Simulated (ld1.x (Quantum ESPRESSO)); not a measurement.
Ge (Z = 32), RRKJ: configuration errors across variants

- Element: germanium (Ge)
- Generator: ld1.x (Quantum ESPRESSO) 7.5
- Type: norm-conserving RRKJ (Kleinman–Bylander form)
- Functional: LDA (PZ)
- Relativity: scalar-relativistic
- Frozen core: [Ar] 3d10
- Valence charge: 4
- Reference configuration: 4s2 4p0.5 (charge +1.5)
- Partial waves: 4p (bound): rc 1.55 bohr; 4s (bound): rc 1.40 bohr
- Local potential: the s channel
- Core correction: none

All-electron excitation energies from the reference (eV): (1) 4s2 4p2 -14.412; (2) 4s2 4p1 -6.776; (3) 4s2 4p0 8.940; (4) 4s1 4p2 2.001; (5) 4s2 4p2.3 -15.340; (6) 4s1 4p3 -6.368; (7) 4s2 4p1.5 -11.523; (8) 4s2 4p0.5 spin -0.053; (9) 4s2 4p2 spin -14.975.

Spin tests fill each open shell by Hund’s rule, majority spin first.

4 further variants failed, have other tests or another functional or relativity, and are left out.

A true bound ghost makes a file unfit for plane-wave use even where its test errors are small: the radial tests pick states by their node count and pass the ghost by.

Errors AE − PS in meV (a dash: test not solved or not reliable):

```csv
change,(1),(2),(3),(4),(5),(6),(7),(8),(9),bound ghosts
base,+21,+5.0,+6.1,+14,+25,+25,+13,+10,+93,p
wave 4p (bound): rc 1.55 bohr becomes 4p (bound): rc 1.46 bohr,+20,+4.8,+5.9,+16,+24,+26,+13,+9.9,+92,p
wave 4s (bound): rc 1.40 bohr becomes 4s (bound): rc 1.98 bohr,+22,+5.2,+6.5,+13,+26,+25,+14,+10,+94,none
core correction a·sin(br)/r model core inside 1.16 bohr,-14,-2.3,-6.5,-3.6,-16,-4.0,-8.1,-0.3,-16,p
```

Problem. Give the same row for: wave 4p (bound): rc 1.55 bohr becomes 4p (bound): rc 1.62 bohr.

Solution. +22, +5.1, +6.4, +14, +26, +26, +14, +10, +95; bound ghosts: none.
